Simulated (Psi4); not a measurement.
B2, triplet, geometry from GFN2-xTB, with bond 2-1 at 1.3 times its length. Base run: Psi4 1.11 with B3LYP/STO-3G.

Geometry (Å):
```xyz
2

B      0.0000     0.0000    -0.7024
B      0.0000     0.0000     1.1239
```
Charge 0, spin multiplicity 3.
Orbitals are unrestricted.
All else is at Psi4's defaults (density fitting).
Base energy -48.69472 Eh.

Variants of this job, named by their change:

```json
[
 {"change": "base", "ΔE vs base (µEh)": "0.0", "SCF cycles": "5", "grid points": "40762", "basis functions": "10"},
 {"change": "df_basis_scf = cc-pvtz-jkfit", "ΔE vs base (µEh)": "436", "SCF cycles": "5", "grid points": "40762", "basis functions": "10"},
 {"change": "dft_spherical_points = 110", "ΔE vs base (µEh)": "-7.1", "SCF cycles": "5", "grid points": "14980", "basis functions": "10"},
 {"change": "d_convergence = 1e-4", "ΔE vs base (µEh)": "0.0", "SCF cycles": "5", "grid points": "40762", "basis functions": "10"},
 {"change": "cholesky_tolerance = 1e-3 (with scf_type cd)", "ΔE vs base (µEh)": "-41.4", "SCF cycles": "5", "grid points": "40762", "basis functions": "10"},
 {"change": "scf_type = dfdirj+cosx", "ΔE vs base (µEh)": "-57.2", "SCF cycles": "6", "grid points": "40762", "basis functions": "10"},
 {"change": "dft_radial_points = 35", "ΔE vs base (µEh)": "-2.3", "SCF cycles": "5", "grid points": "19452", "basis functions": "10"},
 {"change": "dft_pruning_scheme = robust", "ΔE vs base (µEh)": "0.0", "SCF cycles": "5", "grid points": "27326", "basis functions": "10"},
 {"change": "dft_basis_tolerance = 1e-8", "ΔE vs base (µEh)": "0.0", "SCF cycles": "5", "grid points": "39068", "basis functions": "10"},
 {"change": "df_basis_scf = cc-pvqz-jkfit", "ΔE vs base (µEh)": "434", "SCF cycles": "5", "grid points": "40762", "basis functions": "10"},
 {"change": "dft_radial_points = 150", "ΔE vs base (µEh)": "0.0", "SCF cycles": "5", "grid points": "81060", "basis functions": "10"},
 {"change": "guess = huckel", "ΔE vs base (µEh)": "0.0", "SCF cycles": "7", "grid points": "40762", "basis functions": "10"},
 {"change": "guess = sadno", "ΔE vs base (µEh)": "0.0", "SCF cycles": "6", "grid points": "40762", "basis functions": "10"}
]
```

Open shells are given as the SCF converged; they aren't shown to be the lowest states, and a large step between rows can be another state.
